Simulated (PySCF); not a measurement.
## Basis and Hamiltonian dependence of the ionisation energy of Os⁺

Os⁺ [Xe] 4f14 5d6 6s1 (6D) → Os²⁺ [Xe] 4f14 5d6 (5D). All values are computed (PySCF 2.14, energy differences of UHF-based or UKS calculations, no spin-orbit coupling). Values in eV.

| basis | Hamiltonian | functions | UHF | LDA | PBE0 | MP2 (valence) | CCSD(T) (valence) |
| --- | --- | --- | --- | --- | --- | --- | --- |
| cc-pVDZ-PP with ECP60MDF | ECP | 38 | 15.977 | n/a | n/a | 16.670 | n/a |
| aug-cc-pVDZ-PP with ECP60MDF | ECP | 54 | 15.998 | 17.822 | 17.258 | 16.782 | 16.755 |
| def2-TZVPPD with the def2 core potential (60 electrons) | ECP | 59 | 16.004 | 17.841 | 17.272 | 16.790 | 16.752 |
| cc-pVTZ-PP with ECP60MDF | ECP | 63 | 16.018 | n/a | 17.290 | 16.854 | n/a |
| Sapporo-DKH3-DZP-2012 | spin-free X2C | 65 | 16.017 | n/a | n/a | n/a | n/a |
| aug-cc-pwCVDZ-PP with ECP60MDF | ECP | 70 | 16.036 | 17.871 | 17.295 | 16.841 | 16.800 |
| aug-cc-pVTZ-PP with ECP60MDF | ECP | 88 | 16.025 | 17.871 | 17.295 | 16.880 | 16.846 |
| def2-QZVPPD with the def2 core potential (60 electrons) | ECP | 88 | 16.006 | 17.846 | 17.276 | 16.829 | 16.796 |
| x2c-TZVPPall | spin-free X2C | 97 | 16.060 | 17.924 | 17.329 | 16.848 | 16.827 |
| ANO-RCC-VTZP | spin-free X2C | 104 | 16.048 | 17.981 | 17.371 | 16.819 | 16.778 |
| x2c-TZVPPall with one added diffuse shell each of s, p, d, f type | spin-free X2C | 113 | 16.056 | 17.923 | 17.328 | 16.853 | 16.834 |
| aug-cc-pVTZ-PP with one added diffuse shell each of s, p, d, f, g type with ECP60MDF | ECP | 113 | 16.026 | 17.872 | 17.296 | 16.882 | n/a |
| aug-cc-pwCVTZ-PP with ECP60MDF | ECP | 122 | 16.027 | 17.873 | 17.296 | 16.885 | n/a |
| aug-cc-pVQZ-PP with ECP60MDF | ECP | 135 | 16.024 | 17.870 | 17.294 | 16.905 | n/a |

Extrapolation of MP2 (valence) from aug-cc-pVTZ-PP with ECP60MDF and aug-cc-pVQZ-PP with ECP60MDF: the correlation parts are 0.855 and 0.881 eV; with the X⁻³ form and unrounded values, (4³ × 0.881 − 3³ × 0.855)/(4³ − 3³) = 0.900 eV, and adding the Hartree-Fock value 16.024 eV of the larger basis gives 16.924 eV.

Frozen in the all-electron rows: valence: [Xe] 4f14; with a core potential, the same shells as far as they lie outside it.

Between the lowest levels the reference is 17 ± 1 eV (semi-empirical (NIST evaluation); NIST Atomic Spectra Database, ionization energies); it includes spin-orbit coupling, which these numbers lack.
